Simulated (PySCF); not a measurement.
Species: C₂H₈F₃NSi₂.
Numbering: `[F:1][C:2]([F:3])([F:4])[CH2:5][N:6]([SiH3:7])[SiH3:8]` (hydrogens: H9, H10 on C5; H11, H12, H13 on Si7; H14, H15, H16 on Si8)

The closed-shell SCF was solved with PySCF and density fitting under several settings on one GFN2-xTB geometry (grid level 2 and gas phase unless stated).

| settings | basis functions | SCF cycles | E (Eh) | HOMO (eV) | LUMO (eV) | dipole (D) |
| --- | --- | --- | --- | --- | --- | --- |
| PBE0/pcSseg-1 | 190 | 14 | -1013.5805 | -7.48 | -0.01 | 1.75 |
| PBE0/def2-SVPD | 241 | 13 | -1013.1579 | -7.49 | -0.15 | 1.85 |
| PBE0/3-21G | 96 | 12 | -1008.1946 | -6.90 | 0.60 | 1.47 |
| B97-2/6-31G, fitting basis def2-universal-jkfit | 96 | 9 | -1013.9683 | -6.83 | 0.28 | 1.94 |
| wB97X-D/cc-pVDZ, IEF-PCM chloroform, level shift 0.2 Eh | 160 | 12 | -1014.1984 | -9.00 | 2.22 | 1.86 |
| PW91/6-311G** | 208 | 15 | -1014.2855 | -6.08 | -0.95 | 1.51 |
| PBE0/cc-pVDZ, grid level 3, fitting basis def2-qzvpp-jkfit | 160 | 10 | -1013.6470 | -7.27 | 0.24 | 1.59 |

Q: Estimate the rows for these settings: (1) wB97X-D/ANO-RCC-VDZP, energy threshold 1e-07 Eh; (2) B97-2/IGLO-II; (3) PBE0/pcseg-1.

A: 
```csv
settings,basis functions,SCF cycles,E (Eh),HOMO (eV),LUMO (eV),dipole (D)
"wB97X-D/ANO-RCC-VDZP, energy threshold 1e-07 Eh",160,9,-1014.0860,-9.35,1.64,2.03
B97-2/IGLO-II,250,14,-1014.3126,-7.21,0.11,1.79
PBE0/pcseg-1,160,13,-1013.5197,-7.48,-0.06,1.80
```

Q: Over all rows, what range does the HOMO–LUMO gap span?

A: From 5.13 eV (PW91/6-311G**) to 11.22 eV (wB97X-D/cc-pVDZ, IEF-PCM chloroform, level shift 0.2 Eh). The functional of the narrowest has no exact exchange, that of the widest range-separated exact exchange.

Q: And the dipole moment?

A: From 1.47 D (PBE0/3-21G) to 2.03 D (wB97X-D/ANO-RCC-VDZP, energy threshold 1e-07 Eh); the largest is 1.38 times the smallest, and the median is 1.79 D.

Q: Compare two rows with the functional B97-2: B97-2/IGLO-II and B97-2/6-31G, fitting basis def2-universal-jkfit. Which energy is lower, and by how much?

A: B97-2/IGLO-II (250 functions) lies 0.3443 Eh or 216 kcal/mol below B97-2/6-31G, fitting basis def2-universal-jkfit (96 functions).

wB97X-D ran without the empirical dispersion term, which would shift the total energy alone. Cycle counts include a coarse-grid stage where the run had one. All basis functions are spherical, in the Pople sets too. ANO-RCC sets were contracted for a scalar-relativistic Hamiltonian, but ran non-relativistically here. The structure is a single GFN2-xTB conformer; no vibrational corrections.

The values belong to the conformer `[F:1][C:2]([F:3])([F:4])[CH2:5][N:6]([SiH3:7])[SiH3:8]`: F1–C2–C5–N6 -60°, C2–C5–N6–Si7 -82°.
